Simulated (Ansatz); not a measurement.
Basis sets compared for In(py)Cl3 (C₅H₅Cl₃InN). The state is a singlet with charge 0. Geometry PBE-D4/def2-SVP. Ansatz on 4 threads of Arm Neoverse V2 on a shared host; times are rough, and most runs start from earlier orbitals.

| atom | x (Å) | y (Å) | z (Å) |
| --- | --- | --- | --- |
| In1 | 0.5646 | -2.7025 | -0.2220 |
| N2 | 0.0796 | -0.4645 | -0.0233 |
| C3 | 0.6774 | 0.2686 | 0.9381 |
| C4 | 0.4402 | 1.6418 | 1.0607 |
| C5 | -0.4445 | 2.2575 | 0.1628 |
| C6 | -1.0713 | 1.4795 | -0.8220 |
| C7 | -0.7852 | 0.1116 | -0.8831 |
| H8 | 1.3400 | -0.2851 | 1.6238 |
| H9 | 0.9423 | 2.2132 | 1.8541 |
| H10 | -0.6494 | 3.3365 | 0.2342 |
| H11 | -1.7800 | 1.9211 | -1.5368 |
| H12 | -1.2605 | -0.5639 | -1.6136 |
| Cl13 | 1.0756 | -3.0833 | 2.0698 |
| Cl14 | 2.4029 | -2.7645 | -1.7141 |
| Cl15 | -1.5317 | -3.3659 | -1.1286 |

In the def2 sets In takes a core potential; there is no spin–orbit coupling.

Binding counts from free atoms (In doublet, N quartet, C triplet, H doublet, Cl doublet) in the same basis, without a counterpoise term.

```tsv
level	functions	energy (Eh)	HOMO (eV)	LUMO (eV)	binding per atom (eV)	wall time
PBE-D4/def2-SVP	189	-1817.7420	-6.75	-3.31	4.58	3.6 s
PBE0-D4/def2-SVP	189	-1817.8770	-8.23	-2.45	4.48	5.5 s
```

(1) Estimate the rows for PBE-D4/def2-TZVP, PBE0-D4/def2-TZVP.

Answers

(1) 
```json
{"level": "PBE-D4/def2-TZVP", "functions": "377", "energy (Eh)": "-1818.4922", "HOMO (eV)": "-7.03", "LUMO (eV)": "-3.40", "binding per atom (eV)": "4.52", "wall time": "8 s"}
{"level": "PBE0-D4/def2-TZVP", "functions": "377", "energy (Eh)": "-1818.6179", "HOMO (eV)": "-8.46", "LUMO (eV)": "-2.51", "binding per atom (eV)": "4.42", "wall time": "19 s"}
```
